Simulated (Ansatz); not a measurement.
Consider the ligand exchange at the Si–S bond: `CO[SiH](F)S[SiH2]F` + `C[NH][GeH3]` → `C[N]([GeH3])[SiH2]F` + `CO[SiH](F)S`.

Computed with Ansatz on PBE0-D4/def2-TZVP structures; ΔE is electronic, products minus reactants. CBS: MP2 limit from def2 TZ/QZ plus the TZ coupled-cluster correction, frozen cores. DFT in def2-TZVPP. For Ge outer-core shells are correlated without core-valence functions, which leaves a few kJ/mol of doubt a bond. Scalar relativity is left out up to krypton. Each species was taken in one conformer, which may not be the lowest.

| level | ΔE (kJ/mol) |
| --- | --- |
| r2SCAN | -6.1 |
| HF/def2-QZVPP | -18.7 |

(1) What does CCSD(T)/CBS give? (Estimate.)

Largest T1 diagnostic among the species: 0.012.

Results:

(1) Computed: -13.0 kJ/mol. The listed levels differ from it by 6.9, -5.7 kJ/mol.
